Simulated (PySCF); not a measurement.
Dipole response of B³⁺ (boron, charge +3)

1s2, closed-shell 1S. All numbers are calculated (PySCF 2.14, scalar relativity by spin-free X2C-1e, in dyall-av3z (15s9p3d2f, 71 functions)). Coupled (time-dependent) response in atomic units; α is the mean over directions.

```csv
method,mean α (bohr³),C₆ (like pair),S(−4)
UHF,0.01953,0.002577,0.0002653
PBE,0.02047,0.002743,0.0002993
PBE0,0.02021,0.002697,0.0002896
B97-3,0.02011,0.002680,0.0002860
```

S(−4) is the Cauchy moment in α(ω) = α(0) + S(−4) ω² + …

α(iu) at UHF:

```csv
u (hartree),α(iu) (bohr³)
0,0.01953
0.0500,0.01953
0.100,0.01953
0.200,0.01952
0.300,0.01950
0.500,0.01946
0.750,0.01938
1.00,0.01927
1.50,0.01895
2.00,0.01853
3.00,0.01743
5.00,0.01470
```

For an ion, C₆ is the dispersion term alone; charge-induced terms of lower order in 1/R come first.
